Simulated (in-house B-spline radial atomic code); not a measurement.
# Ionising Pr⁹⁺ with different functionals

Computed with an all-electron radial atomic-structure program (B-spline basis): scalar-relativistic (spin-free X2C) Hamiltonian, Fermi nucleus of rms radius 4.8919 fm, spin-polarised at highest spin, spherical fractional occupations for the functionals, the average over the highest-spin determinants for Hartree-Fock. The ionisation energy is the difference of two self-consistent energies, [Kr] 4d10 4f2 5s2 → [Kr] 4d10 5s2 5p1, without Breit or QED terms; ε is the level of the shell that loses the electron (its least bound occupied spin orbital). The two configurations differ by more than the removed electron. There is no spin-orbit coupling in this Hamiltonian.

Hybrids are left out here: with spherical fractional occupations of an open shell their exact exchange keeps a self-interaction that integer-occupation calculations don't have.

| method | rung | ΔSCF (eV) | -ε(4f) (eV) |
| --- | --- | --- | --- |
| Hartree-Fock | Hartree-Fock | 137.34 | 137.10 |
| LDA VWN5 | LDA | ? | ? |
| LDA PW92 | LDA | 141.86 | 126.39 |
| LDA exchange-only | LDA | 139.29 | 124.44 |
| PBE | GGA | 141.61 | 125.98 |
| PBEsol | GGA | 141.65 | 126.05 |
| BLYP | GGA | 141.06 | 125.81 |
| RPBE | GGA | 141.65 | 125.89 |
| PW91 | GGA | 141.71 | 126.12 |
| BP86 | GGA | 141.67 | 126.11 |
| AM05 | GGA | 141.81 | 126.12 |
| OLYP | GGA | ? | ? |
| TPSS | meta-GGA | 141.09 | 125.61 |
| SCAN | meta-GGA | 140.01 | 125.37 |
| r2SCAN | meta-GGA | 140.47 | 125.44 |
| revTPSS | meta-GGA | 141.06 | 125.58 |

(1) What does LDA VWN5 give?

(2) What does OLYP give?

(3) Among the functionals, which spreads more, the ΔSCF values or the orbital energies?

(4) How do they compare with the NIST value?

Answers

(1) ΔSCF 141.87 eV, and -ε(4f) = 126.40 eV.

(2) ΔSCF 143.10 eV, and -ε(4f) = 126.61 eV.

(3) The ΔSCF values: ΔSCF values span about 3.81 eV and the orbital energies 2.17 eV.

(4) NIST lists 148 eV ± 7 (tabulated theory, ground level to ground level). Errors run from -10.66 to -4.90 eV; all lie within about twice that uncertainty, so the table can't rank the methods. Hartree-Fock also lacks correlation.
